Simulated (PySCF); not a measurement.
# Bond length, frequency and bond energy of KMg by level of theory

State: ²Σ⁺ (doublet), unpaired electrons σ ↑. Set-up: basis K def2-SVPD, Mg def2-SVPD; no relativity; PySCF 2.14. De refers to K + Mg in their ground configurations, without counterpoise correction. The functionals are run spin-unrestricted. A positive dipole means K(−)Mg(+). Levels whose curve was spin-contaminated or gave no clean fit are not listed.

```json
{"Level": "ROHF-MP2", "Re (Å)": "4.413", "ωe (cm⁻¹)": "45.6", "De (eV)": "0.062", "μ (D)": "n/a", "CPU s a point (SCF and correlation, without the integrals)": "0.14"}
{"Level": "ROHF-SCS-MP2", "Re (Å)": "4.492", "ωe (cm⁻¹)": "41.2", "De (eV)": "0.048", "μ (D)": "n/a", "CPU s a point (SCF and correlation, without the integrals)": "n/a"}
{"Level": "ROHF-CCSD", "Re (Å)": "4.289", "ωe (cm⁻¹)": "51.3", "De (eV)": "0.074", "μ (D)": "n/a", "CPU s a point (SCF and correlation, without the integrals)": "n/a"}
{"Level": "ROHF-CCSD(T)", "Re (Å)": "4.217", "ωe (cm⁻¹)": "56.5", "De (eV)": "0.090", "μ (D)": "n/a", "CPU s a point (SCF and correlation, without the integrals)": "5"}
{"Level": "LDA", "Re (Å)": "3.767", "ωe (cm⁻¹)": "91.9", "De (eV)": "0.259", "μ (D)": "-1.44", "CPU s a point (SCF and correlation, without the integrals)": "0.27"}
{"Level": "PBE", "Re (Å)": "3.893", "ωe (cm⁻¹)": "84.9", "De (eV)": "0.204", "μ (D)": "-1.77", "CPU s a point (SCF and correlation, without the integrals)": "0.48"}
{"Level": "PBEsol", "Re (Å)": "3.853", "ωe (cm⁻¹)": "87.8", "De (eV)": "0.231", "μ (D)": "-1.76", "CPU s a point (SCF and correlation, without the integrals)": "0.31"}
{"Level": "TPSS", "Re (Å)": "3.901", "ωe (cm⁻¹)": "90.4", "De (eV)": "0.223", "μ (D)": "-2.48", "CPU s a point (SCF and correlation, without the integrals)": "0.64"}
{"Level": "r²SCAN", "Re (Å)": "3.946", "ωe (cm⁻¹)": "84.1", "De (eV)": "0.215", "μ (D)": "-2.54", "CPU s a point (SCF and correlation, without the integrals)": "0.61"}
{"Level": "PBE0", "Re (Å)": "3.936", "ωe (cm⁻¹)": "81.0", "De (eV)": "0.171", "μ (D)": "-1.89", "CPU s a point (SCF and correlation, without the integrals)": "0.87"}
{"Level": "ωB97X", "Re (Å)": "3.950", "ωe (cm⁻¹)": "75.6", "De (eV)": "0.097", "μ (D)": "-1.78", "CPU s a point (SCF and correlation, without the integrals)": "0.57"}
```

(1) Which functional lies closest to ROHF-CCSD(T) in De, which farthest, and by how much do they differ from it?

(2) What does the step from GGA to meta-GGA do here, going from PBE to r²SCAN?

(3) What does the gradient correction do here, going from LDA to PBE?

Correlated steps freeze 6 core orbitals. The bond is weak. Basis-set superposition, not corrected here, can be much of De in a small basis, most of all at correlated wavefunction levels. Functionals without a dispersion term scatter widely for such bonds, and LDA overbinds them. The state is the lowest determinant that a PBE0 search found; another state may lie lower at other levels.

The whole job (state search and all levels along the bond) took about 1.8 min on 1 thread of Intel Xeon Platinum 8488C (shared host), peak memory 0.59 GiB.

Results:

(1) Closest is ωB97X (-26.7 pm in Re, +33.8 % in ωe, +0.01 eV in De against ROHF-CCSD(T) in the same basis), farthest LDA (-45.0 pm in Re, +62.7 % in ωe, +0.17 eV in De). CCSD(T) converges more slowly with the basis than the functionals do and binds too weakly in this one, so the order can change at the basis-set limit.

(2) r²SCAN less PBE: +5.3 pm in Re, -0.9 % in ωe, +0.01 eV in De. 

(3) PBE less LDA: +12.6 pm in Re, -7.6 % in ωe, -0.06 eV in De. The gradient correction favours the more uneven density of free atoms, so it tends to lengthen bonds and takes away much of the overbinding of LDA; so it does here.
